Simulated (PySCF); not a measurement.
# `C=C[C@H](F)CC(=O)Cl` in a uniform electric field

Compound: C₅H₆ClFO.
SMILES with atom numbers: `[CH2:1]=[CH:2][C@H:3]([F:4])[CH2:5][C:6](=[O:7])[Cl:8]` (hydrogens: H9, H10 on C1; H11 on C2; H12 on C3; H13, H14 on C5)

Cartesian coordinates in Å at the GFN2-xTB level; atoms count from 1:
```xyz
14
C5H6ClFO angstrom
C     -1.996    0.745    1.050
C     -0.851    0.847    0.405
C     -0.426   -0.053   -0.718
F     -1.441   -0.916   -1.074
C      0.792   -0.909   -0.334
C      2.050   -0.109   -0.287
O      2.213    1.027   -0.577
Cl     3.414   -1.084    0.278
H     -2.255    1.416    1.850
H     -2.723   -0.008    0.792
H     -0.117    1.602    0.649
H     -0.198    0.539   -1.615
H      0.625   -1.391    0.632
H      0.913   -1.706   -1.074
```

Level: CAM-B3LYP/def2-SVPD (PySCF); nuclei fixed, core orbitals frozen in the response. Permanent dipole (-0.774, -0.628, 0.577) D (1 au = 2.5417 D). Static polarisability (au):

```
x   95.54 -7.69 -4.01
y   -7.69 72.34 -0.19
z   -4.01 -0.19 65.32
```

Only the terms in μ and α are kept: μ(F) = μ + αF and ΔE = −μ·F − ½ F·αF.

Question: Apply 0.005 au along ±x, ±y and ±z in turn. Tabulate induced and total dipoles and both energy terms.

Answer: 
```csv
field along,induced x (D),induced y (D),induced z (D),total size (D),−μ·F (kJ/mol),−½F·αF (kJ/mol)
+x,1.214,-0.098,-0.051,0.999,+3.998,-3.136
−x,-1.214,0.098,0.051,2.151,-3.998,-3.136
+y,-0.098,0.919,-0.002,1.084,+3.243,-2.374
−y,0.098,-0.919,0.002,1.785,-3.243,-2.374
+z,-0.051,-0.002,0.830,1.749,-2.980,-2.144
−z,0.051,0.002,-0.830,0.989,+2.980,-2.144
```

Question: For the field (0.0030, -0.0035, -0.0045) au, what is the induced dipole, and what angle does it make with the field?

Answer: αF = (0.843, -0.700, -0.776) D, at 11.7° to the field. The polarisability along this direction, F·αF/F², is 80.30 au, against a mean of 77.73 au.

Question: At what field along the permanent dipole would the induced dipole along it equal the permanent one, in this linear picture?

Answer: The polarisability along the dipole is 78.22 au, so F = 0.4531 au / 78.22 au = 0.0058 au = 0.30 V/Å; higher-order terms are ignored.

Question: What field makes μF equal to kT at 100 K?

Answer: kT = 0.3167 × 10⁻³ Eh, so F = 0.000699 au = 3.59 MV/cm.

Question: Induction energy −ᾱe²/2R⁴ of a unit charge at 10 Å, the molecule taken as a point?

Answer: R = 18.90 bohr, so the energy is −77.7/(2 × 18.90⁴) Eh = -0.8 kJ/mol. The charge–dipole term at its most favourable orientation, −μe/R², is -3.33 kJ/mol.

Geometry: GFN2-xTB, one conformer, isolated molecule.
